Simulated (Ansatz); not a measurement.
`C[N](C)[Hf]([F])([F])[F]` + `[GeH3][c]1ccccc1` → `[F][Hf]([F])([F])[c]1ccccc1` + `C[N](C)[GeH3]`  (redistribution)

Gas-phase electronic energies from Ansatz, PBE0-D4/def2-TZVP geometries. CCSD(T)/CBS is the MP2 limit (def2-TZVPP, def2-QZVPP) plus CCSD(T) − MP2 in def2-TZVPP, frozen cores. Functionals use def2-TZVPP. HSE06 is defined as in plane-wave codes. Elements past krypton have def2 core potentials. For Ge, Hf outer-core shells are correlated without core-valence functions, which leaves a few kJ/mol of doubt a bond. Scalar relativity is left out up to krypton. Each species was taken in one conformer, which may not be the lowest.

Question: Is it downhill or uphill in electronic energy at CCSD(T)/CBS, and by how much? (An estimate is asked.)

Answer: Computed: Uphill: ΔE = +91.4 kJ/mol.

Question: What do these levels give: PBE0-D4, r2SCANh-D4, revPBE, HSE06, HF/def2-TZVPP, SCS-MP2/def2-TZVPP? (Estimate.)

Answer: Computed: PBE0-D4 92.4, r2SCANh-D4 93.2, revPBE 91.1, HSE06 92.1, HF/def2-TZVPP 85.6, SCS-MP2/def2-TZVPP 92.4 kJ/mol.

Largest T1 diagnostic among the species: 0.015.

In def2-TZVPP, CCSD(T) changes the Hartree–Fock value by +6.2 kJ/mol (the triples alone add +0.2 kJ/mol) and MP2 by +9.0 kJ/mol. Leaving LDA and LC-ωPBE aside and taking each functional with its dispersion term where it has one, the values, not all of them listed here, spread over 4.2 kJ/mol, from B97M-V to CAM-B3LYP-D4. LDA lies +4.2 kJ/mol from PBE without D4.
